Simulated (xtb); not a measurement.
Job for xtb: GFN2-xTB on BH4P (SMILES BP), a point of a torsion scan.

```
$ xtb mol.xyz --gfn 2 --opt vtight --chrg 0 --uhf 0 --input xcontrol
6

B     -0.96070107    -0.07712307    -0.16728271
P      0.93446361     0.08995664    -0.32335786
H     -1.60689416     0.89410338    -0.34200372
H     -1.47543220    -0.90467660     0.51590512
H      1.36708470     1.41060153    -0.64330103
H      1.52355739    -0.93250853    -1.17188334
$constrain
  force constant=1.0
  dihedral: 3,1,2,5,0.0
$end
```

Output:

```
[...]
           -------------------------------------------------
          |                Calculation Setup                |
           -------------------------------------------------



           -------------------------------------------------
          |                 G F N 2 - x T B                 |
           -------------------------------------------------

        Reference                      10.1021/acs.jctc.8b01176
      * Hamiltonian:
        H0-scaling (s, p, d)           1.850000    2.230000    2.230000
        zeta-weighting                 0.500000
      * Dispersion:
        s8                             2.700000
        a1                             0.520000
        a2                             5.000000
        s9                             5.000000
      * Repulsion:
        kExp                           1.500000    1.000000
        rExp                           1.000000
      * Coulomb:
        alpha                          2.000000
        third order                    shell-resolved
        anisotropic                    true
        a3                             3.000000
        a5                             4.000000
        cn-shift                       1.200000
        cn-exp                         4.000000
        max-rad                        5.000000


          ...................................................
          :                      SETUP                      :
          :.................................................:
          :  # basis functions                  18          :
          :  # atomic orbitals                  17          :
          :  # shells                            9          :
          :  # electrons                        12          :
          :  max. iterations                   250          :
          :  Hamiltonian                  GFN2-xTB          :
          :  restarted?                      false          :
          :  GBSA solvation                  false          :
          :  PC potential                    false          :
          :  electronic temp.          300.0000000     K    :
          :  accuracy                    1.0000000          :
          :  -> integral cutoff          0.2500000E+02      :
          :  -> integral neglect         0.1000000E-07      :
          :  -> SCF convergence          0.1000000E-05 Eh   :
          :  -> wf. convergence          0.1000000E-03 e    :
          :  Broyden damping             0.4000000          :
          :  net charge                          0          :
          :  unpaired electrons                  0          :
          ...................................................

 iter      E             dE          RMSdq      gap      omega  full diag
   1     -5.5497077 -0.554971E+01  0.104E+01    3.79       0.0  T
   2     -5.5517131 -0.200530E-02  0.100E+01    1.58       1.0  T
   3     -5.7367702 -0.185057E+00  0.574E+00    2.85       1.0  T
   4     -5.7774384 -0.406682E-01  0.253E+00    2.39       1.0  T
   5     -5.7685152  0.892317E-02  0.161E+00    2.58       1.0  T
   6     -5.7770875 -0.857225E-02  0.718E-01    2.26       1.0  T
   7     -5.7779517 -0.864177E-03  0.281E-01    2.33       1.0  T
   8     -5.7780829 -0.131183E-03  0.584E-02    2.29       1.0  T
   9     -5.7780815  0.135589E-05  0.484E-02    2.28       1.0  T
  10     -5.7780910 -0.951053E-05  0.526E-03    2.29       7.8  T
  11     -5.7780910 -0.971267E-09  0.138E-03    2.29      29.7  T
  12     -5.7780910 -0.635076E-08  0.440E-04    2.29      92.7  T
  13     -5.7780910 -0.522589E-09  0.956E-05    2.29     427.0  T

   *** convergence criteria satisfied after 13 iterations ***

         #    Occupation            Energy/Eh            Energy/eV
      -------------------------------------------------------------
         1        2.0000           -0.6423301             -17.4787
         2        2.0000           -0.4998189             -13.6008
         3        2.0000           -0.4760825             -12.9549
         4        2.0000           -0.4352432             -11.8436
         5        2.0000           -0.4307482             -11.7213
         6        2.0000           -0.3557751              -9.6811 (HOMO)
         7                         -0.2715979              -7.3906 (LUMO)
         8                         -0.1602244              -4.3599
         9                         -0.1480845              -4.0296
        10                         -0.0842721              -2.2932
        11                          0.0050758               0.1381
       ...                                ...                  ...
        17                          0.8226313              22.3849
      -------------------------------------------------------------
                  HL-Gap            0.0841771 Eh            2.2906 eV
             Fermi-level           -0.3136865 Eh           -8.5358 eV

 SCC (total)                   0 d,  0 h,  0 min,  0.005 sec
 SCC setup            
[...]
00           -0.4739328             -12.8964
         4        2.0000           -0.4527856             -12.3209
         5        2.0000           -0.4328374             -11.7781
         6        2.0000           -0.3835888             -10.4380 (HOMO)
         7                         -0.2839816              -7.7275 (LUMO)
         8                         -0.1802067              -4.9037
         9                         -0.1375276              -3.7423
        10                         -0.0314969              -0.8571
        11                          0.0203659               0.5542
       ...                                ...                  ...
        17                          0.9613461              26.1596
      -------------------------------------------------------------
                  HL-Gap            0.0996072 Eh            2.7104 eV
             Fermi-level           -0.3337852 Eh           -9.0828 eV

 SCC (total)                   0 d,  0 h,  0 min,  0.002 sec
 SCC setup                      ...        0 min,  0.000 sec (  3.566%)
 Dispersion                     ...        0 min,  0.000 sec (  1.044%)
 classical contributions        ...        0 min,  0.000 sec (  0.464%)
 integral evaluation            ...        0 min,  0.001 sec ( 22.711%)
 iterations                     ...        0 min,  0.001 sec ( 30.946%)
 molecular gradient             ...        0 min,  0.001 sec ( 36.182%)
 printout                       ...        0 min,  0.000 sec (  4.354%)

         :::::::::::::::::::::::::::::::::::::::::::::::::::::
         ::                     SUMMARY                     ::
         :::::::::::::::::::::::::::::::::::::::::::::::::::::
         :: total energy              -5.757627961144 Eh    ::
         :: gradient norm              0.000148852885 Eh/a0 ::
         :: HOMO-LUMO gap              2.710449073948 eV    ::
         ::.................................................::
         :: SCC energy                -5.811000966371 Eh    ::
         :: -> isotropic ES            0.019551319696 Eh    ::
         :: -> anisotropic ES          0.002819017556 Eh    ::
         :: -> anisotropic XC          0.001592125873 Eh    ::
         :: -> dispersion             -0.002067136267 Eh    ::
         :: repulsion energy           0.053312326478 Eh    ::
         :: add. restraining           0.000060678750 Eh    ::
         :: total charge               0.000000000000 e     ::
         :::::::::::::::::::::::::::::::::::::::::::::::::::::

           -------------------------------------------------
          |                Property Printout                |
           -------------------------------------------------

    * Orbital Energies and Occupations

         #    Occupation            Energy/Eh            Energy/eV
      -------------------------------------------------------------
         1        2.0000           -0.6496023             -17.6766
         2        2.0000           -0.5113278             -13.9139
         3        2.0000           -0.4739328             -12.8964
         4        2.0000           -0.4527856             -12.3209
         5        2.0000           -0.4328374             -11.7781
         6        2.0000           -0.3835888             -10.4380 (HOMO)
         7                         -0.2839816              -7.7275 (LUMO)
         8                         -0.1802067              -4.9037
         9                         -0.1375276              -3.7423
        10                         -0.0314969              -0.8571
        11                          0.0203659               0.5542
        12                          0.0621607               1.6915
        13                          0.2779173               7.5625
        14                          0.3376023               9.1866
        15                          0.3840374              10.4502
        16                          0.8348230              22.7167
        17                          0.9613461              26.1596
      -------------------------------------------------------------
                  HL-Gap            0.0996072 Eh            2.7104 eV
             Fermi-level           -0.3337852 Eh           -9.0828 eV

     #   Z          covCN         q      C6AA      α(0)
     1   5 B        2.834     0.260    17.421     6.971
     2  15 P        2.910    -0.198   169.401    23.386
     3   1 H        0.940    -0.081     4.935     3.473
     4   1 H        0.939    -0.084     5.034     3.508
     5   1 H        0.977     0.036     2.500     2.471
     6   1 H        0.977     0.067     2.108     2.269

 Mol. C6AA /au·bohr⁶  :        607.645017
 Mol. C8AA /au·bohr⁸  :      22235.956298
 Mol. α(0) /au        :         42.077192


Wiberg/Mayer (AO) data.
largest (>0.10) Wiberg bond orders for each atom

 ---------------------------------------------------------------------------
     #   Z sym  total        # sym  WBO       # sym  WBO       # sym  WBO
 ---------------------------------------------------------------------------
     1   5 B    3.173 --     2 P    1.138     3 H    0.978     4 H    0.975
     2  15 P    3.046 --     1 B    1.138     5 H    0.967     6 H    0.918
Note: The following floating-point exceptions are signalling: IEEE_DENORMAL
normal termination of xtb
     3   1 H    0.993 --     1 B    0.978
     4   1 H    0.993 --     1 B    0.975
     5   1 H    0.999 --     2 P    0.967
     6   1 H    0.995 --     2 P    0.918
 ---------------------------------------------------------------------------

Topologies differ in total number of bonds
Writing topology from bond orders to xtbtopo.mol

molecular dipole:
                 x           y           z       tot (Debye)
 q only:       -0.119      -0.010      -0.170
   full:       -0.307       0.073      -0.331       1.161
molecular quadrupole (traceless):
                xx          xy          yy          xz          yz          zz
 q only:       -0.811      -0.145       0.077      -0.658       0.489       0.734
  q+dip:       -2.251      -0.255       1.249      -1.424      -0.122       1.002
   full:       -2.851      -0.075       0.974      -1.859       1.123       1.877

           -------------------------------------------------
          |                Geometry Summary                 |
           -------------------------------------------------

      molecular mass/u    :       45.8165531
   center of mass at/Å    :        0.4903348       0.0579502      -0.1007086
  moments of inertia/u·Å² :        0.5710259E+01   0.3855930E+02   0.4085463E+02
rotational constants/cm⁻¹ :        0.2952166E+01   0.4371872E+00   0.4126247E+00

 * 5 selected distances

     #   Z          #   Z                                           value/Å
     1   5 B        2  15 P                                       1.8743787 (max)
     1   5 B        3   1 H                                       1.1672560 (min)
     1   5 B        4   1 H                                       1.1693516
     2  15 P        5   1 H                                       1.3844743
     2  15 P        6   1 H                                       1.3799697

 * 3 distinct bonds (by element types)

   Z      Z             #   av. dist./Å        max./Å        min./Å
   1 H    5 B           2     1.1683038     1.1693516     1.1672560
   1 H   15 P           2     1.3822220     1.3844743     1.3799697
   5 B   15 P           1     1.8743787     1.8743787     1.8743787


optimized geometry written to: xtbopt.xyz


           -------------------------------------------------
          | TOTAL ENERGY               -5.757627961144 Eh   |
          | GRADIENT NORM               0.000148852885 Eh/α |
          | HOMO-LUMO GAP               2.710449073948 eV   |
           -------------------------------------------------

------------------------------------------------------------------------
------------------------------------------------------------------------
 total:
 SCF:
 ANC optimizer:
```

The run finished.

Warnings raised: the energy holds the restraint's term.

Cost: around 0.09 core-seconds (rough).
